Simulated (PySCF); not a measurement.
**Excitation energy of Tl⁺ by level of theory**

Tl⁺ [Xe] 4f14 5d10 6s2 (1S) → Tl⁺ [Xe] 4f14 5d10 6s1 6d1 (3D), as a difference of total energies. Computed with PySCF 2.14 in aug-cc-pwCVTZ-DK3 (11s10p8d5f1g, 125 functions), with scalar relativity by spin-free X2C-1e. Correlated levels: valence: [Xe] 4f14 5d10 frozen; valence and next inner shell: [Kr] 4d10 4f14 frozen. The calculations carry no spin-orbit coupling.

Order these methods by the excitation energy they give, lowest first.
A. PBE
B. UHF
C. MP2 (valence)
D. LDA

B (102350 cm⁻¹), C (106230 cm⁻¹), A (113180 cm⁻¹), D (117180 cm⁻¹).

Errors of the correlated levels include the incompleteness of this basis and the frozen core.

The promoted electron is Rydberg-like, and one or two diffuse shells describe it only roughly, which tends to raise the upper state.

For comparison: 116560 cm⁻¹ (measured; NIST levels, between the centres of gravity of the two terms).
